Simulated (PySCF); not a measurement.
From one molecule to another.

First species: C₆H₁₀O₂Si.
SMILES: `CCC1=CO[SiH2]C=CO1`

Second species: C7H16Si2.
Cartesian coordinates in Å at the GFN2-xTB level; atoms count from 1:
```
atom  x, y, z in Å
C1    -2.793   -0.422   -0.867
C2    -2.444   -0.825    0.560
C3    -0.937   -1.026    0.734
C4    -0.190    0.251    0.534
C5     0.885    0.512   -0.234
C6     1.699   -0.364   -1.104
Si7    3.169   -1.117   -0.144
C8     1.174    1.978   -0.004
Si9   -0.355    2.019    1.163
H10   -3.863   -0.252   -0.971
H11   -2.269    0.492   -1.136
H12   -2.501   -1.204   -1.566
H13   -2.774   -0.043    1.249
H14   -2.968   -1.749    0.818
H15   -0.584   -1.785    0.029
H16   -0.745   -1.399    1.746
H17    1.086   -1.174   -1.505
H18    2.079    0.213   -1.949
H19    4.038   -0.047    0.348
H20    3.925   -1.981   -1.055
H21    2.657   -1.900    0.980
H22    2.149    2.151    0.450
H23    1.128    2.573   -0.917
H24   -0.093    2.298    2.576
H25   -1.485    2.824    0.693
```

Levels: PBE0/pcSseg-1 for dipole moment, HOMO energy, LUMO energy and HOMO–LUMO gap; GFN2-xTB for rotational constant A and rotational constant C. Geometries: GFN2-xTB. Each structure is a single optimised conformer of the isolated species, non-relativistic unless stated. Electronic properties by PySCF.

The conformers computed, where there is a choice (atom-mapped SMILES and torsion angles):
- `[CH3:1][CH2:2][C:3]1=[CH:4][O:5][SiH2:6][CH:7]=[CH:8][O:9]1`: C1–C2–C3–C4 -99°
- `[CH3:1][CH2:2][CH2:3][C:4]1=[C:5]([CH2:6][SiH3:7])[CH2:8][SiH2:9]1`: C1–C2–C3–C4 65°, C2–C3–C4–C5 -130°, C4–C5–C6–Si7 -91°

(1) Which of the two has the higher HOMO energy, and by how much?

(2) Which has the higher rotational constant A?

(3) Which of the two has the higher rotational constant C, and by how much?

(4) Which has the higher LUMO energy?

(5) Which has the higher HOMO–LUMO gap?

(6) Which of the two has the higher dipole moment, and by how much?

Answers

(1) The first: -6.21 eV against -6.68 eV, a difference of 0.47 eV.

(2) The first: 2.548 GHz against 1.457 GHz, a difference of 1.091 GHz.

(3) The first: 0.789 GHz against 0.565 GHz, a difference of 0.224 GHz.

(4) The second: 0.17 eV against -0.24 eV, a difference of 0.41 eV.

(5) The second: 6.85 eV against 5.97 eV, a difference of 0.88 eV.

(6) The first: 0.98 D against 0.59 D, a difference of 0.39 D.

On the first: The dipole matches unit charges of opposite sign 0.20 Å apart (1 e·Å = 4.8032 D).

On the second: In atomic units the dipole is 0.23 e·bohr (1 au = 2.5417 D).
